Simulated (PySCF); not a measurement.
# Field gradients at the hydrogen positions

Species: C4H5FOSi.
SMILES with atom numbers: `[O:1]=[C:2]1[CH:3]=[C:4]([F:5])[SiH2:6][CH2:7]1` (hydrogens: H8 on C3; H9, H10 on Si6; H11, H12 on C7)

Cartesian coordinates in Å at the GFN2-xTB level; atoms count from 1:
```
atom  x, y, z in Å
O1    -1.0110   -2.3390    0.3552
C2    -0.4783   -1.2618    0.2403
C3     0.9771   -1.0679    0.1777
C4     1.3815    0.1713   -0.1087
F5     2.6799    0.4837   -0.2193
Si6   -0.0375    1.4083   -0.3519
C7    -1.2612    0.0417    0.1374
H8     1.6286   -1.9137    0.3340
H9    -0.1267    1.8375   -1.7458
H10    0.0578    2.5269    0.5836
H11   -1.7111    0.2203    1.1157
H12   -2.0978   -0.1080   -0.5442
```

Level: PBE0/pcSseg-1 (PySCF, non-relativistic); Q(2H) = 0.00286 b; rigid geometry, the same for H and D, with no vibrational averaging.

**Question.** Rank these positions by the coupling χzz of a deuteron there, largest first.
A. H8 (vinylic hydrogen)
B. H9 (Si–H hydrogen)
C. H12 (methylene hydrogen)

**Answer.** A (221 kHz), C (211 kHz), B (109 kHz).

**Question.** Tabulate Vzz, the asymmetry η and χzz = 234.96 MHz × Q × Vzz for every hydrogen position.

**Answer.** 
```json
{"atom": "H8", "bonded to": "C3", "bond length (Å)": "1.079", "Vzz (au)": "0.3295", "η": "0.04", "χzz (kHz)": "221"}
{"atom": "H9", "bonded to": "Si6", "bond length (Å)": "1.461", "Vzz (au)": "0.1622", "η": "0.00", "χzz (kHz)": "109"}
{"atom": "H10", "bonded to": "Si6", "bond length (Å)": "1.461", "Vzz (au)": "0.1620", "η": "0.00", "χzz (kHz)": "109"}
{"atom": "H11", "bonded to": "C7", "bond length (Å)": "1.091", "Vzz (au)": "0.3119", "η": "0.03", "χzz (kHz)": "210"}
{"atom": "H12", "bonded to": "C7", "bond length (Å)": "1.089", "Vzz (au)": "0.3141", "η": "0.02", "χzz (kHz)": "211"}
```

**Question.** Average by the element that carries the hydrogen.

**Answer.** on C: 214 kHz over 3 positions, mean bond length 1.087 Å; on Si: 109 kHz over 2 positions, mean bond length 1.461 Å.

**Question.** A static deuteron (I = 1) shows a doublet split by (3/2)χ, (3/4)χ(1 + η) and (3/4)χ(1 − η) with the field along z, y and x of the gradient. What are these for H9?

**Answer.** With |χ| = 109.0 kHz and η = 0.003: 164, 82 and 81 kHz, to first order and without motion.

Geometry: GFN2-xTB; no solvent, vibrations or thermal averaging. GFN2-xTB bond lengths can be off by several hundredths of an ångström, more for odd bonds, and the gradients follow them. These gradients aren't converged with respect to the basis.
